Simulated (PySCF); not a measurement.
# Ga²⁺ (gallium, charge +2) across methods

[Ar] 3d9 4s1 4p1, one real determinant (an excited configuration). All numbers are calculated (PySCF 2.14, scalar relativity by spin-free X2C-1e, in x2c-QZVPPall (11s7p5d4f1g, 94 functions)).

| method | E (hartree) | mean ε 3d β (eV) | mean ε 4s α (eV) | mean ε 4p α (eV) | Σ⟨r²⟩ (bohr²) | ⟨S²⟩ |
| --- | --- | --- | --- | --- | --- | --- |
| r2SCAN | -1942.043 | -48.788 | -30.790 | -21.863 | 21.62 | 3.751 |
| M06 | -1942.032 | -51.987 | -31.740 | -22.369 | 21.66 | 3.750 |
| PW91 | -1942.228 | -48.268 | -30.449 | -21.519 | 21.69 | 3.750 |
| PBE | -1941.782 | -48.143 | -30.339 | -21.452 | 21.72 | 3.750 |
| r2SCAN0 | -1942.015 | -52.284 | -32.065 | -22.955 | 21.61 | 3.751 |
| PBE0 | -1941.813 | -51.791 | -31.716 | -22.672 | 21.69 | 3.750 |
| B3LYP | -1942.107 | -51.202 | -31.490 | -22.365 | 21.70 | 3.750 |
| UHF | -1940.56225 | -61.614 | -35.234 | -25.873 | 21.84 | 3.751 |
| LDA | -1938.878 | -48.429 | -30.612 | -21.500 | 21.69 | 3.750 |

⟨L²⟩ = 8.01 against 12 for a pure F term, so this real determinant mixes terms.
